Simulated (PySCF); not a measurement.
## NaCd and its ions

PBE0; PySCF, scalar-relativistic core potentials, basis sets Na cc-pVDZ, Cd cc-pVDZ-PP with ECP28. Neutral (UKS): doublet (σ ↑), Re = 3.400 Å, ωe = 75.4 cm⁻¹, De = 0.14 eV, HOMO -3.51 eV, LUMO -1.61 eV.

NaCd⁺ (UKS): singlet (closed shell), Re = 3.115 Å, ωe = 120 cm⁻¹, De = 0.46 eV to Na⁺ + Cd. The energies at the minima are -329.90739 hartree for NaCd and -329.72543 for NaCd⁺.

Q: Work out the adiabatic ionisation energy, without and with harmonic zero-point energies (1 hartree = 27.2114 eV, 1 eV = 8065.5 cm⁻¹), and the change of the bond length.

A: At PBE0: 0.18196 hartree = 4.951 eV between the minima; the zero-point term (120.0 − 75.4)/2 cm⁻¹ = +0.003 eV makes it 4.954 eV. Re changes by -28.5 pm against the neutral. The electron leaves a σ orbital, and the shorter bond of the ion fits an antibonding orbital, or a change in how ionic the bond is.

Closed-shell solutions of metal pairs were not tested for spin polarisation, which can lower them a little. Weak bonds: NaCd, NaCd⁺. Basis-set superposition, not corrected here, can be much of De in a small basis, most of all at correlated wavefunction levels. For an ion De counts to the pair picked by the measured ionisation energies or electron affinities, which need not be the lowest pair at this level. States were picked by a PBE0 search and need not be the measured ground states.
